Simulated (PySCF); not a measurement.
## CsRb and its ions

RHF-CCSD(T); Cs def2-SVP with ECP46, Rb def2-SVP with ECP28; scalar-relativistic core potentials (PySCF 2.14). Neutral (RHF): singlet (closed shell), Re = 4.573 Å, ωe = 42.8 cm⁻¹, De = 0.36 eV.

CsRb⁺ (UHF): doublet (σ ↑), Re = 5.264 Å, ωe = 34.3 cm⁻¹, De = 0.51 eV to Cs⁺ + Rb. The energies at the minima are -43.77688 hartree for CsRb and -43.64362 for CsRb⁺.

**Question.** Work out the adiabatic ionisation energy, without and with harmonic zero-point energies (1 hartree = 27.2114 eV, 1 eV = 8065.5 cm⁻¹), and the change of the bond length.

**Answer.** At CCSD(T): 0.13326 hartree = 3.626 eV between the minima; the zero-point term (34.3 − 42.8)/2 cm⁻¹ = -0.001 eV makes it 3.626 eV. Re changes by +69.1 pm against the neutral. The electron leaves a σ orbital, and the longer bond of the ion fits a bonding orbital, or a change in how ionic the bond is.

Correlated steps freeze no core orbitals. Weak bonds: CsRb. Basis-set superposition, not corrected here, can be much of De in a small basis, most of all at correlated wavefunction levels. Spin–orbit coupling is left out. For an ion De counts to the pair picked by the measured ionisation energies or electron affinities, which need not be the lowest pair at this level. Where the molecule has an RHF reference, its open-shell atoms are computed with UHF. States were picked by a PBE0 search and need not be the measured ground states.

Neutral and ion stand on different kinds of reference determinant, which adds to the error of the difference.
